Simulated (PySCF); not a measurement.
A PySCF script (with the pyscf-properties extension) for the NMR shieldings of SMILES O[Si@@H]1CN[Si@H](C[SiH3])N1, C2H12N2OSi3, on a GFN2-xTB geometry:

```python
import basis_set_exchange as bse
import numpy as np
from pyscf import gto, dft
from pyscf.prop import nmr

atoms = """
O    -2.975500    0.767257    1.670642
Si   -2.200828    0.871534    0.243886
C    -2.211459   -0.706247   -0.827562
N    -0.843393   -1.176262   -0.945165
Si    0.417377   -0.052032   -0.655238
C     1.879576   -0.859973    0.230994
Si    3.111876    0.388061    0.931709
N    -0.491498    0.997184    0.383547
H    -2.716812    0.112604    2.315411
H    -2.877994    2.008348   -0.364618
H    -2.633336   -0.489550   -1.815779
H    -2.829291   -1.500296   -0.394687
H    -0.733658   -1.941848   -1.591040
H     0.880692    0.705231   -1.837321
H     2.391860   -1.506866   -0.478443
H     1.521965   -1.505360    1.031423
H     4.195589   -0.318726    1.626591
H     2.461973    1.284378    1.892959
H     3.693636    1.189558   -0.148168
H    -0.045925    1.743684    0.883587
"""
names = dict.fromkeys(["O", "Si", "C", "N", "H"], "pcSseg-1")
basis = {el: gto.basis.parse(bse.get_basis(n, elements=[el], fmt="nwchem")) for el, n in names.items()}
mol = gto.M(atom=atoms, basis=basis, charge=0, verbose=0)
mf = dft.RKS(mol, xc="PBE0")
mf.grids.level = 2
mf.grids.alignment = dft.numint.BLKSIZE   # the property module wants whole blocks of grid points
mf.conv_tol = 1e-9
mf.kernel()

calc = nmr.RKS(mf)   # GIAO
C = mf.mo_coeff
Co = C[:, mf.mo_occ > 0]
resp = mf.gen_response(singlet=True, hermi=2)
def vind(x):   # induced exchange potential for any number of trial vectors
    d = np.einsum("pi,xij,qj->xpq", C, 2 * x.reshape(-1, C.shape[1], Co.shape[1]), Co, optimize=True)
    return np.einsum("xpq,pi,qj->xij", resp(d - d.transpose(0, 2, 1)), C, Co, optimize=True).ravel()
mo1, _ = nmr.rhf.solve_mo1(calc, with_cphf=vind)
sigma = calc.kernel(mo1)
for i, s in enumerate(sigma):   # ppm
    w = np.linalg.eigvalsh((s + s.T) / 2)
    print("%2d %-2s iso %8.1f  s11 %8.1f  s22 %8.1f  s33 %8.1f" % (i, mol.atom_pure_symbol(i), w.mean(), *w))
```

Task: What does it print?

Result: 
```
 0 O  iso    282.2  s11    251.8  s22    288.1  s33    306.6
 1 Si iso    368.4  s11    345.9  s22    369.2  s33    390.0
 2 C  iso    153.9  s11    136.8  s22    145.9  s33    179.1
 3 N  iso    245.6  s11    206.2  s22    239.9  s33    290.9
 4 Si iso    360.3  s11    307.1  s22    378.1  s33    395.7
 5 C  iso    189.7  s11    174.9  s22    191.3  s33    203.0
 6 Si iso    428.4  s11    399.9  s22    415.0  s33    470.4
 7 N  iso    221.2  s11    181.9  s22    235.9  s33    245.8
 8 H  iso     30.0  s11     22.2  s22     25.5  s33     42.3
 9 H  iso     26.8  s11     22.6  s22     24.6  s33     33.1
10 H  iso     29.1  s11     23.5  s22     27.4  s33     36.5
11 H  iso     29.1  s11     24.3  s22     27.0  s33     35.8
12 H  iso     31.7  s11     21.5  s22     30.3  s33     43.3
13 H  iso     26.3  s11     22.6  s22     24.4  s33     31.8
14 H  iso     31.9  s11     26.6  s22     30.1  s33     39.1
15 H  iso     31.9  s11     26.9  s22     30.1  s33     38.6
16 H  iso     27.6  s11     23.9  s22     25.1  s33     33.8
17 H  iso     27.9  s11     23.7  s22     27.7  s33     32.3
18 H  iso     27.8  s11     24.5  s22     25.9  s33     33.1
19 H  iso     30.8  s11     23.0  s22     28.3  s33     41.1
```

These numbers come from an equivalent density-fitted implementation of the same equations, which agrees with the script to about 0.01 ppm for H and up to a few tenths of a ppm for heavy atoms, so last digits may differ.

Size and cost of the density-fitted run: 217 basis functions, 94 s wall time on 1 thread of an Arm Neoverse N1, shared host; peak memory 0.93 GiB.
